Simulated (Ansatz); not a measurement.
Reaction (ligand exchange at the Si–C bond): `[SiH3]C1=C(Cl)B1` + `OC(O)[SiH3]` → `OC([SiH3])O[SiH3]` + `ClC1=CB1`

Program: Ansatz. Geometries: PBE0-D4/def2-TZVP. ΔE: electronic, gas phase. CCSD(T)/CBS is the MP2 limit (def2-TZVPP, def2-QZVPP) plus CCSD(T) − MP2 in def2-TZVPP, frozen cores. DFT in def2-TZVPP. Each species was taken in one conformer, which may not be the lowest.

`[SiH3]C1=C(Cl)B1`:

Z-matrix (Å, degrees):
```
Si
C 1 1.852
H 1 1.484 2 108.3
H 1 1.484 2 108.3 3 118.6
H 1 1.484 2 111.3 3 -120.7
C 2 1.347 1 143.7 3 120.6
B 2 1.492 1 154.9 3 -59.4
Cl 6 1.689 2 138.0 1 0.0
H 7 1.181 2 150.4 1 0.0
```

`OC(O)[SiH3]`:

Cartesian coordinates in Å:
```
O 0.248 0.341 -1.570
C 0.381 0.514 -0.184
O 1.639 0.088 0.285
Si -1.052 -0.436 0.648
H 0.929 0.864 -2.006
H 0.345 1.578 0.084
H 1.712 -0.859 0.127
H -2.367 -0.059 0.073
H -1.037 -0.141 2.104
H -0.799 -1.889 0.440
```

`OC([SiH3])O[SiH3]`:

```xyz
13

O    -1.537    0.365   -0.222
C    -0.393   -0.443   -0.109
Si    0.164   -1.163   -1.788
O     0.698    0.269    0.429
Si    0.573    1.109    1.854
H    -1.381    1.029   -0.903
H    -0.692   -1.237    0.587
H     1.449   -1.893   -1.654
H     0.321   -0.011   -2.717
H    -0.887   -2.076   -2.307
H     1.966    1.329    2.307
H    -0.183    0.301    2.849
H    -0.098    2.421    1.674
```

`ClC1=CB1`:

Cartesian coordinates in Å:
```
Cl 0.215 -1.737 -1.585
C 0.141 -0.460 -0.483
C -0.654 -0.001 0.494
B 0.572 0.766 0.194
H -1.580 -0.239 0.999
H 1.305 1.672 0.382
```

Is it downhill or uphill in electronic energy at CCSD(T)/CBS, and by how much? (An estimate is asked.)

Computed: Downhill: ΔE = -64.1 kJ/mol.

What do these levels give: ωB97X-V, ωB97M-V, B2PLYP, CCSD/def2-TZVPP, HF/CBS(def2), CCSD/CBS(def2)? (Best estimate.)

The calculation gave: ωB97X-V -65.5, ωB97M-V -65.6, B2PLYP -66.2, CCSD/def2-TZVPP -66.6, HF/CBS(def2) -77.9, CCSD/CBS(def2) -65.9 kJ/mol.

Largest T1 diagnostic among the species: 0.013.

In def2-TZVPP, CCSD(T) changes the Hartree–Fock value by +11.8 kJ/mol (the triples alone add +1.8 kJ/mol) and MP2 by +11.4 kJ/mol. From PBE to PBE0 (25 % exact exchange), in def2-TZVPP and without D4, ΔE moves by −3.8 kJ/mol.
